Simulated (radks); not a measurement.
Values are calculated unless marked as measured or tabulated.
Spherical jellium clusters: N electrons in a uniform positive sphere of charge N and radius rs N^(1/3), rs = 5.22 bohr. Level of theory: non-relativistic Kohn-Sham, LDA (Slater exchange, Perdew-Wang correlation), spin-polarised, spherical densities (a radial shooting solver with Libxc functionals). Levels are named by radial order and angular momentum (1s, 1p, 1d, 2s, ...), and open shells are averaged over m.

N = 7, configuration 1s2 1p(up 3, down 2). This is the lowest configuration that the search found. Occupied and some empty levels:

| level | occupation | eigenvalue (eV) | <r> (bohr) |
|---|---|---|---|
| 1s up | 1 | -3.3960 | 6.698 |
| 1s down | 1 | -3.2614 | 6.720 |
| 1p up | 3 | -2.6104 | 7.950 |
| 1p down | 2 | -2.4807 | 8.025 |
| 1d up | 0 | -1.6266 | 9.116 |
| 1d down | 0 | -1.5154 | 9.234 |
| 2s up | 0 | -1.1977 | 8.878 |
| 2s down | 0 | -1.1264 | 9.012 |
| 1f up | 0 | -0.56228 | 10.61 |
| 1f down | 0 | -0.47967 | 10.82 |

Energy (eV): total -12.0589, kinetic 7.5460, external -158.49, Hartree 78.684, exchange-correlation -19.918, background 80.118.
